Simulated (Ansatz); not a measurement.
Frontier orbitals of BFGeH$_{3}$N (`[F][GeH]1[BH][NH]1`).

```xyz
7

F    -0.879    2.044    0.608
Ge    0.324    0.777    0.601
B    -0.257   -1.126    0.330
N    -0.052   -0.431   -0.822
H     1.632    1.539    0.358
H    -0.608   -2.185    0.734
H    -0.160   -0.618   -1.809
```

Charge 0, multiplicity 1. Correlated methods include outer-core shells of Ge, which these sets cover unevenly. Scalar relativity is left out up to krypton. The structure was optimised at the PBE0-D4/def2-TZVP level. Basis def2-TZVPP, Ansatz.

```json
{"functional": "PBE", "HOMO (eV)": "-6.24", "LUMO (eV)": "-1.61", "gap (eV)": "4.63"}
{"functional": "r2SCAN", "HOMO (eV)": "-6.48", "LUMO (eV)": "-1.33", "gap (eV)": "5.15"}
{"functional": "PBE0", "HOMO (eV)": "-7.36", "LUMO (eV)": "-0.66", "gap (eV)": "6.70"}
{"functional": "B3LYP", "HOMO (eV)": "-7.19", "LUMO (eV)": "-0.93", "gap (eV)": "6.26"}
{"functional": "r2SCAN0", "HOMO (eV)": "-7.52", "LUMO (eV)": "-0.54", "gap (eV)": "6.98"}
{"functional": "CAM-B3LYP", "HOMO (eV)": "-8.66", "LUMO (eV)": "0.35", "gap (eV)": "9.01"}
{"functional": "ωB97M-V", "HOMO (eV)": "-9.45", "LUMO (eV)": "1.24", "gap (eV)": "10.69"}
```

From PBE to PBE0 the HOMO moves by −1.13 eV and the LUMO by +0.95 eV, and with ωB97M-V by −3.21 and +2.85 eV, so the gap grows from 4.63 to 10.69 eV with exact exchange. A positive LUMO is unbound and depends on the basis.

B3LYP here is the variant with VWN-RPA as its local correlation; programs differ in this.
